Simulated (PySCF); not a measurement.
Vertical excitations of a molecule C₃H₆OSi from TDA-PBE/def2-SVPD (PySCF 2.14.0), as energy in eV (oscillator strength): 2.49 (0.001), 5.21 (0.004), 5.32 (0.016), 5.47 (0.201), 5.51 (0.004), 5.54 (0.116), 5.97 (0.115), 6.08 (0.000), 6.17 (0.084), 6.46 (0.000). Lowest triplet (TDA): 2.00 eV. Geometry optimised at ωB97X-D3(BJ)/def2-SVP. The values are those of a single conformer.

Q: Which structure fits?
A) C=C1CO[SiH2]1
B) C=CC(=O)[SiH3]
C) C#C[Si@@H](C)O
D) C1=C[SiH2]CO1

A: B, C=CC(=O)[SiH3]
